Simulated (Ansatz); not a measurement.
The inner images of a band of BrH$_{2}$OSi (5 atoms, charge 0, multiplicity 2) are given out of order.

Computed with UKS B3LYP-D4/def2-SVP in Ansatz 0.2.0.

Initial state:

```xyz
5
Properties=species:S:1:pos:R:3
O -1.203 0.039 -0.131
Si 0.402 0.484 -0.154
Br 1.768 -1.318 -0.031
H -1.510 -0.576 -0.811
H 0.594 1.297 1.086
```

Final state:

```xyz
5
Properties=species:S:1:pos:R:3
O -1.327 -0.337 0.977
Si -0.061 0.080 -0.030
Br 1.650 -1.351 -0.045
H -0.642 0.137 -1.400
H 0.430 1.398 0.457
```

Put them in order from the first end to the last, with their energies above the first end.
A.
```xyz
5
Properties=species:S:1:pos:R:3
O -1.376 -0.265 0.151
Si 0.221 0.169 -0.010
Br 1.775 -1.395 0.077
H -1.240 0.006 -0.891
H 0.670 1.412 0.631
```
B.
```xyz
5
Properties=species:S:1:pos:R:3
O -1.412 -0.298 0.338
Si 0.130 0.137 0.010
Br 1.756 -1.376 0.069
H -1.101 0.048 -0.998
H 0.677 1.415 0.540
```
C.
```xyz
5
Properties=species:S:1:pos:R:3
O -1.398 -0.361 0.785
Si -0.015 0.104 0.007
Br 1.683 -1.344 0.011
H -0.793 0.124 -1.276
H 0.573 1.404 0.431
```
D.
```xyz
5
Properties=species:S:1:pos:R:3
O -1.422 -0.332 0.564
Si 0.050 0.117 0.022
Br 1.725 -1.356 0.045
H -0.951 0.090 -1.141
H 0.649 1.408 0.469
```
E.
```xyz
5
Properties=species:S:1:pos:R:3
O -1.290 -0.261 0.063
Si 0.306 0.235 -0.072
Br 1.824 -1.384 0.076
H -1.435 -0.061 -0.882
H 0.645 1.398 0.773
```
F.
```xyz
5
Properties=species:S:1:pos:R:3
O -1.208 -0.219 -0.013
Si 0.368 0.322 -0.134
Br 1.865 -1.338 0.087
H -1.595 -0.189 -0.897
H 0.619 1.350 0.916
```
G.
```xyz
5
Properties=species:S:1:pos:R:3
O -1.197 -0.082 -0.065
Si 0.392 0.409 -0.155
Br 1.854 -1.303 0.039
H -1.604 -0.402 -0.880
H 0.605 1.305 1.020
```

G (+0.03 eV), F (+0.12 eV), E (+0.45 eV), A (+1.25 eV), B (+2.07 eV), D (+1.65 eV), C (+1.29 eV).

Time of the run: 3.1 min on 2 threads of Arm Neoverse V1 (shared host), peak memory 0.23 GiB.
